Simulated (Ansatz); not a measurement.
Born–Oppenheimer molecular dynamics of CH6SSi2 (10 atoms, charge 0, multiplicity 1). It starts from a relaxed structure.

These are results of RKS PBE0-D4/6-31G* (Ansatz 0.2.0), not measurements.

```json
{
  "ensemble": "NVT, Nosé–Hoover chain",
  "time step": "0.5 fs",
  "steps asked": "150",
  "set temperature": "100 K",
  "thermostat": "time constant 300 fs, chain length 1",
  "seed": "688329"
}
```

First frame:

```xyz
10
Properties=species:S:1:pos:R:3
Si -1.391 0.778 -0.837
Si -0.119 -0.721 0.404
C 1.653 -0.293 0.780
S 1.557 -1.568 -0.568
H -0.452 1.710 -1.519
H -2.305 1.558 0.046
H -2.208 0.061 -1.854
H -0.815 -1.578 1.398
H 2.104 -0.662 1.700
H 2.058 0.662 0.452
```

**Question.** How far do the bonds stretch over the last three quarters of this one trajectory? (Pairs bonded in most of those frames.)

**Answer.** 
```
   bond  mean (Å)  spread (Å)  shortest  longest
Si1–Si2     2.319       0.025      2.29     2.36
 Si1–H5     1.490       0.015      1.47     1.51
 Si1–H6     1.494       0.026      1.45     1.53
 Si1–H7     1.490       0.018      1.46     1.51
 Si2–C3     1.860       0.015      1.83     1.88
 Si2–S4     2.112       0.009      2.09     2.12
 Si2–H8     1.486       0.003      1.48     1.49
  C3–S4     1.858       0.017      1.83     1.88
  C3–H9     1.089       0.003      1.08     1.09
 C3–H10     1.089       0.005      1.08     1.10
```

Mean temperature of the second half: 41 K. The conserved energy stayed within 0.034 meV per atom of its start (net change 0.017 meV per atom), so the integration is sound. The mean temperature of the second half is 59 % below the set value. A run of 0.075 ps of so small a system gives no equilibrium averages.

Time of the run: 6.2 min on 1 thread of Arm Neoverse V2, on a shared host, peak memory 0.15 GiB.
